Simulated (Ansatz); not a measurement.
`[Cl][GeH]([Cl])[GeH3]` → `[Cl][GeH][Cl]`• + `[GeH3]`•  (homolysis of the Ge–Ge bond)

Isolated molecules relaxed with PBE0-D4/def2-TZVP in Ansatz; ΔE leaves out vibrations. CBS: MP2 limit from def2 TZ/QZ plus the TZ coupled-cluster correction, frozen cores. DFT in def2-TZVPP. No spin–orbit coupling; open shells (•) take unrestricted orbitals. For Ge outer-core shells are correlated without core-valence functions, which leaves a few kJ/mol of doubt a bond. Scalar relativity is left out up to krypton.

| level | ΔE (eV) |
| --- | --- |
| revPBE-D4 | 2.82 |
| r2SCANh-D4 | 2.90 |

Problem. What does CCSD(T)/CBS give? (Estimate.)

Solution. Ansatz gave: +3.24 eV. The listed levels differ from it by -0.42, -0.34 eV.

Largest T1 diagnostic among the species: 0.013.

From PBE to PBE0 (25 % exact exchange), in def2-TZVPP and without D4, ΔE moves by +0.08 eV. Leaving LDA and LC-ωPBE aside and taking each functional with its dispersion term where it has one, the values, not all of them listed here, spread over 0.37 eV, from BLYP-D4 to ωB97X-V. LDA lies +0.49 eV from PBE without D4, its usual overbinding.
